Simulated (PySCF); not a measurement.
## Computed NMR parameters against published values

Mapped SMILES: `[N:1]#[C:2][c:3]1[cH:4][cH:5][cH:6][o:7]1` (H(Xn): hydrogen on atom n).

- GIAO CAM-B3LYP/pcSseg-2 shieldings
- structure optimised with PBE0-D3(BJ)/def2-SVP
- program: PySCF 2.14.0 with density-fitted response routines
- one computed conformer, non-relativistic, no solvent

Reference values: estimated from measurements, as parent shift plus tabulated substituent increment (solution, not stated per compound (mostly CDCl3 or CCl4); Pretsch, Buehlmann, Badertscher, Structure Determination of Organic Compounds, 4th ed. (2009)).
| atoms | quantity | reference | computed |
| --- | --- | --- | --- |
| H(C6) | δ ¹H | 7.38 | 7.61 |
| H(C4) | δ ¹H | 6.86 | 7.26 |
| H(C5) | δ ¹H | 6.36 | 6.70 |

Computed shifts are σ(ref) − σ with the named reference compound (TMS for H and C) calculated as an isolated molecule at the same level.

Q: How far are the unscaled ¹H shifts from the references?

A: Mean signed difference +0.32 ppm, mean absolute 0.32 ppm over 3 comparisons; the largest is +0.40 ppm at H(C4) (hydrogen on an aromatic CH).

3 of the 6 published NMR values on file for this molecule are compared.
